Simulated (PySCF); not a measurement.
**How methods differ on the excitation energy of Mg**

Mg [Ne] 3s2 (1S) → Mg [Ne] 3s1 3d1 (3D), as a difference of total energies. Calculation: PySCF 2.14, in aug-cc-pVQZ-DK (7s6p4d3f2g, 84 functions); the spin-free X2C one-electron Hamiltonian (Gaussian nucleus). Correlated levels: valence: [Ne] frozen. The calculations carry no spin-orbit coupling.

| method | excitation energy (eV) |
| --- | --- |
| UHF | 5.446 |
| MP2 (valence) | 6.014 |
| SCS-MP2 (valence) | 6.212 |
| CCSD (valence) | 6.187 |

Errors of the correlated levels include the incompleteness of this basis and the frozen core.

The promoted electron is Rydberg-like, and one or two diffuse shells describe it only roughly, which tends to raise the upper state.

With two correlated electrons CCSD is exact in that space.

Question: Which method comes closest to the reference value, and which is furthest?

Answer: The reference is 5.946 eV (measured; NIST levels, between the centres of gravity of the two terms). Closest: MP2 (valence) (error 0.068 eV); furthest: UHF (error -0.500 eV).
